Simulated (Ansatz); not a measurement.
A CCSD(T) single point on CH6GeO, SMILES `O[CH2][GeH3]`.

```yaml
crystal:
  periodic: [false, false, false]
  atoms:
    - {symbol: O, position_ang: [-1.059412, -0.165161, -1.285006]}
    - {symbol: C, position_ang: [-0.095007, 0.554258, -0.541162]}
    - {symbol: Ge, position_ang: [0.456578, -0.562011, 0.982468]}
    - {symbol: H, position_ang: [-1.336457, 0.371206, -2.032041]}
    - {symbol: H, position_ang: [-0.495942, 1.499937, -0.153807]}
    - {symbol: H, position_ang: [0.793936, 0.790786, -1.140275]}
    - {symbol: H, position_ang: [-0.754128, -0.865192, 1.878086]}
    - {symbol: H, position_ang: [1.512159, 0.207418, 1.798277]}
    - {symbol: H, position_ang: [1.066871, -1.877741, 0.476361]}
basis:
  gaussian: {orbitals: def2-SVP}
correlation: {method: ccsd_t}
```

```sh
$ ansatz run in.yaml --threads 2 --pin off --events-out ev --progress --plain --max-ram 4352MiB
```

Log, shortened:

```
Functional definition: HF
903 factors; integrals over basis functions are off by at most 1.2e-3 eV
mean field evaluation 1: about -59623.8848 eV, gradient 2.8e1 eV
mean field evaluation 2: about -59623.9298 eV, gradient 2.8e1 eV
mean field evaluation 4: about -59625.8124 eV, gradient 2.9e0 eV
mean field evaluation 8: about -59625.8391 eV, gradient 1.3e-1 eV
mean field evaluation 16: about -59625.7892 eV, gradient 4.2e-1 eV
mean field -59625.83914130 eV, -2191.2091725973 hartree, gradient 4.3e-6 eV, S^2 0.000000; 0 other end points of the search recorded, 0 dependent functions left out
11 core orbitals not correlated: weight in the atoms' cores, before any rotation towards them, 1.000 or more for the frozen orbitals, at most 0.000 for the correlated occupied ones
reference -59625.83914130 eV, -2191.2091725973 hartree; 15, 15 occupied and 64, 64 virtual orbitals, 903 factors
second order -15.47483510 eV of doubles, -0.00000000 eV of singles
cycle   1  -15.76365374 eV  change   -2.9e-1 eV  update   8.6e-2
cycle   2  -16.24430544 eV  change   -4.8e-1 eV  update   2.6e-2
cycle   3  -16.31259728 eV  change   -6.8e-2 eV  update   1.1e-2
cycle   4  -16.30941058 eV  change    3.2e-3 eV  update   2.4e-3
cycle   5  -16.31000436 eV  change   -5.9e-4 eV  update   8.0e-4
cycle   6  -16.30976761 eV  change    2.4e-4 eV  update   2.5e-4
cycle   7  -16.30963408 eV  change    1.3e-4 eV  update   8.5e-5
cycle   8  -16.30962341 eV  change    1.1e-5 eV  update   2.9e-5
perturbative correction -0.40962932 eV, -0.0150535998 hartree
Total energy: -59642.55839403 eV, -2191.8235938025 hartree
```

Run time 2.1 s (2 threads of an AMD EPYC 9R45 on a shared host); peak host memory 0.33 GiB.

The correlation energy is -16.719 eV, 2.5 % of it from (T); the T1 diagnostic reads 0.0094.
